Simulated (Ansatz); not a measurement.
Compare A (`CO[SiH2]SC`) with its isomer B (`C[SiH](O)CS`).

Isolated molecules relaxed with PBE0-D4/def2-TZVP in Ansatz; ΔE leaves out vibrations. CCSD(T)/CBS adds triple-zeta CCSD(T) − MP2 to the extrapolated MP2 energy (def2 sets, frozen cores). Functionals use def2-TZVPP. B3LYP here is the variant with VWN-RPA as its local correlation; programs differ in this. Each species was taken in one conformer, which may not be the lowest.

A:

```xyz
13

C     0.535    2.063    0.044
O     1.093    0.827   -0.347
Si    1.045   -0.514    0.596
S    -0.926   -1.152    1.048
C    -1.488   -1.583   -0.626
H    -0.533    1.966    0.268
H     1.041    2.465    0.929
H     0.661    2.768   -0.779
H     1.766   -1.539   -0.193
H     1.664   -0.271    1.925
H    -2.513   -1.942   -0.534
H    -0.872   -2.376   -1.050
H    -1.474   -0.713   -1.280
```

B:

Z-matrix (Å, degrees):
```
C
Si 1 1.863
H 1 1.093 2 112.1
H 1 1.093 2 110.0 3 -119.6
H 1 1.094 2 110.9 3 121.1
O 2 1.647 1 112.5 3 61.1
C 2 1.883 1 110.3 3 -59.6
H 2 1.487 1 109.6 3 179.3
H 6 0.962 2 113.8 1 -84.2
S 7 1.818 2 110.7 1 72.4
H 7 1.093 2 109.0 1 -173.2
H 7 1.092 2 114.4 1 -53.2
H 10 1.343 7 97.6 2 -60.2
```

Problem. Which is lower in electronic energy at CCSD(T)/CBS, and by how much? (Estimate.)

Solution. Computed: B, by 39.7 kJ/mol.

Problem. Give E(B) − E(A) in kJ/mol with B2PLYP, B3LYP-D4, ωB97M-V, HF/def2-TZVPP, r2SCAN-D4, B3LYP, CCSD(T)/def2-TZVPP. (Best estimate.)

Solution. Ansatz gave: B2PLYP -32.2, B3LYP-D4 -30.3, ωB97M-V -39.5, HF/def2-TZVPP -18.3, r2SCAN-D4 -36.8, B3LYP -27.9, CCSD(T)/def2-TZVPP -38.4. None reverses the order clearly.

Largest T1 diagnostic: 0.011.

In def2-TZVPP, CCSD(T) changes the Hartree–Fock value by −20.1 kJ/mol (the triples alone add −1.0 kJ/mol) and MP2 by −23.0 kJ/mol.
